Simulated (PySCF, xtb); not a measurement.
C₄H₆BFO, SMILES FB1CC=CCO1. The values are those of a single conformer.

Harmonic wavenumbers (cm⁻¹) from GFN2-xTB (xtb 6.7.1) at its own minimum, in rising order: 43, 191, 325, 351, 405, 441, 488, 690, 710, 833, 845, 920, 934, 987, 993, 1091, 1105, 1174, 1202, 1206, 1290, 1305, 1343, 1374, 1447, 1454, 1733, 2864, 2898, 2940, 2972, 3052, 3080.

**Question.** What does B3LYP-D3(BJ)/def2-SVP (PySCF) give at its own minimum? (The exact figures need the calculation; the answer reports its results.)

**Answer.** 79, 172, 360, 372, 460, 472, 504, 676, 730, 861, 881, 915, 964, 999, 1028, 1104, 1152, 1187, 1237, 1272, 1343, 1400, 1411, 1418, 1455, 1513, 1742, 3010, 3012, 3034, 3040, 3146, 3170. Paired by order, the mean absolute difference is 46 cm⁻¹ and the zero-point energies are 61.0 and 63.1 kcal/mol.
